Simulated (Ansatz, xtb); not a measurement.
Two structures of CH3GeSi+

Structure a: `[SiH2+][CH]=[Ge]`, a singlet. Structure b: a singlet given by its coordinates. Both are isolated ions in the gas phase, relaxed with B3LYP-D3(BJ)/def2-SVP; the shapes shown needn't be the lowest conformers.

a (Å):

```xyz
6

C     0.1666   -1.2315   -0.2313
Ge    0.2426    0.6033    0.0548
Si   -1.1190   -2.1462   -0.9929
H     1.0341   -1.8183    0.1195
H    -2.3216   -1.4497   -1.4951
H    -1.0567   -3.6120   -1.1603
```

b (Å):

```xyz
6

C     0.1037   -1.7622   -0.3777
Ge   -1.5963   -2.7841   -0.4800
Si   -0.4808   -0.4304   -1.5687
H     1.1167   -2.1893   -0.3736
H    -0.0547   -1.2891    0.6315
H    -2.0150   -1.2161   -1.4351
```

Close contacts (Å): C1–Ge2 1.99, C1–Si3 1.88, Ge2–Si3 2.82, C1–H4 1.10, C1–H5 1.13, Ge2–H6 1.88, Si3–H6 1.73.

Energies in hartree; the thermal terms are from B3LYP-D3(BJ)/def2-SVP harmonic frequencies (ideal gas, rigid rotor, one conformer each, 298.15 K, 1 atm) and include the zero-point energy:

|  | a | b |
| --- | --- | --- |
| E, CCSD(T)/def2-TZVPP | −2404.157341 | −2404.148106 |
| zero-point energy | 0.030720 | 0.030215 |
| H(298 K) − E | 0.036446 | 0.035802 |
| G(298 K) − E | 0.002131 | 0.002020 |

Work out ΔE, ΔE₀, ΔH and ΔG for a → b in kcal/mol (1 Eh = 627.51 kcal/mol) and the equilibrium ratio [b]/[a].

1. ΔE = −2404.148106 − (−2404.157341) = +0.009235 Eh = +5.80 kcal/mol.
2. ΔE₀ = ΔE + ΔZPE = +0.009235 + (−0.000505) Eh = +5.48 kcal/mol.
3. ΔH = ΔE + (−0.000644) Eh = +5.39 kcal/mol.
4. ΔG = ΔE + (−0.000111) Eh = +5.73 kcal/mol, so ΔS = (ΔH − ΔG)/T = −4.7 J/(mol K).
5. kT = 0.9442 mEh, so K = [b]/[a] = exp(−ΔG/kT) = exp(−9.66) ≈ 6.4 × 10^−5.

Structure a is favoured at this temperature. An error of 1 kcal/mol in ΔG would change K by a factor of 5.4. Mirror images and further conformers aren't counted.

Other levels gave ΔE = +6.4 (B3LYP-D3(BJ)/def2-SVP); +14.1 (HF/def2-TZVPP); +9.2 (MP2/def2-TZVPP) kcal/mol. The correlated steps freeze 15 core orbitals; the filled d shell of Ge is correlated, in a basis made for valence electrons. Programs: Ansatz 0.2.0.
